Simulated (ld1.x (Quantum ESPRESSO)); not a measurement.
## What one change does to a pseudopotential (boron, RRKJ)

```
Element                 : boron
Generator               : ld1.x (Quantum ESPRESSO) 7.5
Type                    : norm-conserving RRKJ (Kleinman–Bylander form)
Functional              : PBEsol
Relativity              : scalar-relativistic
Frozen core             : [He]
Valence charge          : 3
Reference configuration : 2s1 2p2
Partial waves           : 2s (bound): rc 1.70 bohr; 3d channel at 0.2 Ry: rc 3.25 bohr; 2p (bound): rc 3.10 bohr
Local potential         : the p channel
Core correction         : Bessel-smoothed model core, default radius (core density twice the valence density)
rho0                    : 0.005
```

All-electron outer shells of the reference configuration (PBEsol, scalar-relativistic, ld1.x):

```csv
shell,level (eV),outermost node (bohr),outermost maximum (bohr)
1s,-180.69,–,0.21
2s,-9.85,0.46,1.52
2p,-4.02,–,1.57
```

Change: wave 2s (bound): rc 1.70 bohr becomes 2s (bound): rc 2.30 bohr.

Cutoffs: the cutoffs (Ry, on a coarse ladder) from which the occupation-weighted sum of valence levels, in a spherical-Bessel basis at the reference potential, stays within 10 and 1 mRy of its value at 400 Ry; they do not see the model core or the augmentation charge, which bear on the density cutoff. Errors are all-electron minus pseudo energies relative to the spin-unpolarised reference configuration.

Q: Predict the effect on cutoff, ghosts and configuration errors.

A: The potential gets softer (21 Ry and 35 Ry → 18 Ry and 25 Ry); of the 7 tests that both files solve, the error grows in 0 and shrinks in 1 by more than 15 % and 0.3 meV (median size 28.1 → 25.3 meV); neither file shows a bound ghost. A larger radius leaves more room for a smooth pseudo-wave, so fewer plane waves are needed.

| quantity | base | changed |
| --- | --- | --- |
| cutoff, loose | 21 Ry | 18 Ry |
| cutoff, tight | 35 Ry | 25 Ry |
| loose cutoff by channel (10 mRy a level) | s 21 Ry, p 10 Ry | s 18 Ry, p 10 Ry |
| bound ghosts | none | none |
| error for 2s2 2p1, meV [ΔE -5.82 eV] | -19 | -16 |
| error for 2s2 2p0, meV [ΔE 2.32 eV] | +130 | +117 |
| error for 2s1 2p0, meV [ΔE 27.58 eV] | +487 | +463 |
| error for 2s2 2p1.3, meV [ΔE -6.54 eV] | -29 | -25 |
| error for 2s1 2p1, meV [ΔE 8.45 eV] | +28 | +25 |
| error for 2s0 2p3, meV [ΔE 5.84 eV] | -20 | -17 |
| error for 2s2 2p0.5, meV [ΔE -2.96 eV] | +18 | +16 |
| s: phases at 3.57 bohr within 0.05 rad from the reference energy up to (Ry; the scan ends near 5) | 0.3 | 0.3 |
| p: phases at 3.57 bohr within 0.05 rad from the reference energy up to (Ry; the scan ends near 5) | 0.4 | 0.4 |
| d: phases at 3.57 bohr within 0.05 rad from the reference energy up to (Ry; the scan ends near 5) | 1.7 | 1.7 |
